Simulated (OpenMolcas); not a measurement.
Os4+ among 4 point charges of -2.5 e arranged as a tetrahedron (Td), 2.04 Å from the ion.

```json
{"Program": "OpenMolcas", "Method": "SS-CASPT2, IPEA 0.25 Eh, imaginary shift 0.1 Eh (closed shells correlated: 4f 5s 5p)", "Basis": "ANO-RCC-VTZP [8s7p5d3f2g1h]", "Scalar Hamiltonian": "DKH2, point nucleus", "Active space": "4 electrons in 5 orbitals (5d)", "State averaging": "2S+1 = 5 even, 5 roots; 2S+1 = 3 even, 45 roots; 2S+1 = 1 even, 50 roots", "Spin-orbit coupling": "RASSI with atomic mean-field integrals over the reference wave functions"}
```

Q: What is the spin-free ground state (labels of Td)?

A: 5T2, 3-fold in its orbital part, 100 % from free-ion D terms; it has the highest spin that d4 allows.

Q: Where is the first state of the same spin?

A: 5E at 4130 cm-1 above the ground state.

Q: What are the lowest two levels with spin-orbit coupling?

A: A 1-fold level A1, then a 3-fold level T1 4020 cm-1 above it. Their leading multiplicities are 5 (66 %) and 5 (85 %).

Q: What is χT at 300 K?

A: 0.07 cm3 K/mol.

Roots that are degenerate in the reference are averaged as groups; the widest CASPT2 spread within a group is 450 cm-1 (the 3-fold group of multiplicity 3 near 40700 cm-1 above the lowest state of its run). Shifts and gaps below about the spread of the groups concerned are not significant. Spin-orbit coupling mixes the spin-free states strongly: the lowest level takes only 49 % from its leading state, 5T2. Point charges give a weaker field than real ligands, and real ions of this kind are as a rule low spin; the high spin found here belongs to the model. The ground term spreads over less than 5000 cm-1, several times less than with real ligands, so orbital moments are less quenched and χT lies further from the spin-only value than at real sites. Free-ion shares, where given, are those of the reference states; single-state CASPT2 does not remix them. Point charges carry no covalency, so the field is a model and not that of real ligands. No measured value stands beside these numbers.
